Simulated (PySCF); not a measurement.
A structure optimised at GFN2-xTB (Å):
```
C 
C   1  1.5093
S   2  1.6864  1  116.16
C   2  1.3635  1  117.93  3   179.96
C   4  1.4616  2  125.41  1   179.99
F   5  1.3619  4  116.61  2   -61.88
F   5  1.3694  4  110.74  2   180.00
F   5  1.3618  4  116.62  2    61.87
H   1  1.0900  2  109.46  3   -58.95
H   1  1.0900  2  109.50  3    58.76
H   1  1.0905  2  111.82  3   179.92
H   4  1.0804  2  121.00  1     0.02
```
Z-matrix in Å and degrees, rows numbered from 1.

Charge -1, singlet.

(1) Which heavy atoms are bonded, and with what formal order?

(2) Give the structure as a SMILES string.

(3) Name the point group.

(4) Classify the heavy atoms.

(5) What is the arrangement about C5?

(6) What is the arrangement about C2?

Answers

(1) C1–C2 (single); C2–S3 (single); C2–C4 (double); C4–C5 (single); C5–F6 (single); C5–F7 (single); C5–F8 (single). Hydrogens: H9, H10, H11 on C1; H12 on C4. The orders are those of one drawing; other resonance forms can be drawn.

(2) `C/C([S-])=C/C(F)(F)F`, [C4H4F3S]-. Among its features: C=C double bond, CF3 group and C–F bond.

(3) Cs (every atom within 0.08 Å of its image).

(4) C1: allylic carbon; C2: fully substituted alkene carbon; S3: sulfur bonded to C; C4: carbon bonded to 2 C and H; C5: CF3 carbon; F6/F7/F8: fluorine of a CF3 group.

(5) It has 4 neighbours (C4, F6, F7, F8) and is distorted tetrahedral (angles from 103.6° to 116.6°).

(6) It has 3 neighbours (C1, S3, C4) and is planar (angles 125.9°, 117.9° and 116.2°, sum 360.0°, 0.00 Å off the plane of its three neighbours).

The numbers are calculated, not measured.
